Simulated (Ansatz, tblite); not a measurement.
Cost and result up the ladder for B5N4H16⁻, a cluster cut from zinc blende BN (hydrogen-capped) (25 atoms). Charge -1, multiplicity 1. Geometry: r2SCAN-D4/def2-SVP.

```xyz
25

N    -0.433   -1.220    0.591
N     1.759    0.107    0.482
N    -0.416   -0.213   -1.765
N    -0.506    1.294    0.307
B    -0.783   -1.518   -0.910
B     1.080   -1.247    1.008
B    -1.165    0.092    1.117
B     0.999    1.501    0.701
B    -0.860    1.228   -1.221
H    -0.859   -1.987    1.114
H     2.016    0.005   -0.502
H     2.657    0.187    0.960
H    -0.859   -0.328   -2.678
H     0.583   -0.210   -1.978
H    -0.981    2.132    0.647
H    -0.120   -2.462   -1.360
H    -1.993   -1.707   -1.045
H     1.685   -2.196    0.490
H     1.193   -1.252    2.234
H    -0.955    0.234    2.324
H    -2.371    0.029    0.867
H     1.101    1.783    1.896
H     1.552    2.347   -0.016
H    -2.077    1.316   -1.389
H    -0.245    2.082   -1.874
```

Ansatz on 2 threads of AMD EPYC 7R13 on a shared host and a share (18 GiB) of an NVIDIA H100 80GB HBM3; xTB runs through tblite on one thread. Times are rough, summed over both states, and most runs start from the orbitals of an earlier one. PBE0-D4/def2-TZVP serves as the yardstick here, not as an exact answer. The other state is a doublet.

The xTB rows come from tblite.

Raw xTB energies of ions are shifted by several eV.

```tsv
level	functions	wall time	vertical IE (eV)	difference from PBE0-D4/def2-TZVP (eV)
GFN2-xTB	52	0.028 s	7.94	3.11
GFN1-xTB	68	0.046 s	8.73	3.90
PBE0-D4/def2-TZVP	375	24 s	4.83	0.00
PBE-D4/def2-TZVP (with forces)	375	25 s	4.25	-0.58
HF/def2-TZVP (with forces)	375	28 s	4.84	0.01
```
